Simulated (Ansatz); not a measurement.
# Heat of formation of IBr (iodine monobromide) from total energies

IBr: 2 atoms, total charge 0, spin state singlet. As SMILES, `BrI`. Geometry: relaxed at PBE0-D4/def2-TZVP.

```jsonl
{"atom": "Br", "x (Å)": "0.0000", "y (Å)": "0.0000", "z (Å)": "-0.0029"}
{"atom": "I", "x (Å)": "0.0000", "y (Å)": "0.0000", "z (Å)": "2.4609"}
```

Total energies at RPA@PBE0/def2-TZVP (core potential), 13 core orbitals frozen (Ansatz 0.2.0); the atoms run unrestricted:

| species | state | energy (Eh) |
| --- | --- | --- |
| IBr | singlet | -2870.009113 |
| Br | doublet | -2572.740291 |
| I | doublet | -297.201910 |

Harmonic wavenumbers at PBE0-D4/def2-TZVP, in cm⁻¹: 279.

Measured heats of formation of the gaseous atoms at 298.15 K, in kJ/mol: Br 111.9, I 106.8. Spin-orbit lowering of the atoms at 298 K (mean of the ground term's levels less their thermal mean, from spectra), in kJ/mol: Br 14.69, I 30.32. Take 1 Eh = 2625.50 kJ/mol, 1 cm⁻¹ = 0.0119627 kJ/mol, RT = 2.479 kJ/mol.

Task: Work out the heat of formation of the gas at 298 K.

Result: 
1. Electronic atomisation energy: (-2572.740291) + (-297.201910) − (-2870.009113) = 0.066912 Eh = 175.7 kJ/mol.
2. Zero-point energy: half the sum of the wavenumbers, 139.5 cm⁻¹ = 1.7 kJ/mol.
3. Thermal vibrational enthalpy, Σ hcν̃/(exp(hcν̃/kT) − 1): 1.2 kJ/mol. Translation, rotation and pV of a linear molecule: 3.5 RT = 8.7 kJ/mol.
4. The 2 free atoms carry 5/2 RT each: 12.4 kJ/mol.
5. Spin-orbit coupling lowers the free atoms by 14.69 + 30.32 = 45.0 kJ/mol.
6. Atomisation enthalpy at 298 K: 175.7 − 45.0 − 1.7 − 1.2 − 8.7 + 12.4 = 131.5 kJ/mol.
7. Sum of the atoms' heats of formation: 218.7 kJ/mol. Heat of formation: 218.7 − 131.5 = +87.2 kJ/mol.

The tabulated value is +40.8 kJ/mol (Active Thermochemical Tables), so this level is off by +46.4 kJ/mol, or 26.1 % of the atomisation enthalpy that the table implies (177.8 kJ/mol). Anharmonicity and any spin-orbit splitting of the molecule are left out, and so is core correlation.
